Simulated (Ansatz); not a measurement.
A nudged elastic band was laid between two geometries of F$_{2}$H$_{2}$SSn (6 atoms, charge 0, multiplicity 1).

Level of theory: RKS PBE0-D4/def2-SVP in Ansatz.

```yaml
movable_images: 5
climbing_image: yes
spring: 5.0 eV/Å²
optimiser: quadratic models (default)
start_path: IDPP
force_threshold: 0.05 eV/Å
iteration_limit: 60
end_points: relaxed
```

Initial state:

```xyz
6
Properties=species:S:1:pos:R:3
F 0.002 -1.930 0.713
Sn 0.535 -0.178 0.110
F 0.538 -0.415 -1.804
S -1.169 1.410 0.614
H 2.104 0.142 0.678
H -1.968 0.907 -0.357
```

Final state:

```xyz
6
Properties=species:S:1:pos:R:3
F -0.138 -1.988 0.314
Sn 0.427 -0.215 -0.198
F 0.815 -0.366 -2.077
S -1.435 1.272 -0.039
H 1.866 0.115 0.648
H -1.494 1.119 1.305
```

**Question.** Which bonds break or form, and what moves?

**Answer.** No bond is made or broken. The dihedral F3–Sn2–S4–H6 goes from 37 to 177°.

**Question.** Give the energies along the band, and the barrier.

**Answer.** The forces met the threshold. The highest image is number 6 of 0 to 6, 1.0 kcal/mol above the first end and 0.0 kcal/mol above the last; the last end lies 1.0 kcal/mol above the first. The highest image is an end point: on this band no image between the ends rises above it.

| image | path coordinate (Å) | energy (kcal/mol) | dihedral F3–Sn2–S4–H6 (°) |
| --- | --- | --- | --- |
| 0 | 0.00 | 0.0 | 37 |
| 1 | 0.44 | 0.0 | 61 |
| 2 | 0.88 | 0.0 | 85 |
| 3 | 1.32 | 0.2 | 111 |
| 4 | 1.76 | 0.7 | 137 |
| 5 | 2.21 | 1.0 | 163 |
| 6 | 2.47 | 1.0 | 177 |

Run time: 110 s on 1 CPU thread of a shared host.
